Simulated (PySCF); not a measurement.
A calculated (r2SCAN, PySCF 2.14, x2c-QZVPPall with one added diffuse shell each of s, p, d, f type, the spin-free X2C one-electron Hamiltonian (Gaussian nucleus)) atom or ion has these occupied shells.

```csv
shell,electrons,orbital energy (eV),"rms radius, mean of both spins (bohr)"
1s α,1,-31633.0,0.0318
1s β,1,-31632.8,0.0318
2s α,1,-4876.6,0.130
2s β,1,-4876.6,0.130
2p α,3,-4379.0,0.115
2p β,3,-4378.9,0.115
3s α,1,-985.69,0.344
3s β,1,-985.61,0.344
3p α,3,-822.41,0.344
3p β,3,-822.30,0.344
3d α,5,-574.43,0.323
3d β,5,-574.31,0.323
4s α,1,-178.74,0.814
4s β,1,-178.40,0.814
4p α,3,-127.80,0.877
4p β,3,-127.48,0.877
4d α,5,-53.110,1.05
4d β,5,-52.537,1.05
5s α,1,-26.028,2.15
5p α,3,-15.659,2.60
5p β,1,-13.163,2.60
```

**Question.** Name the element and its charge.

**Answer.** Te⁺ (tellurium, charge +1), in [Kr] 4d10 5s1 5p4, high-spin 4P determinant (an excited configuration).
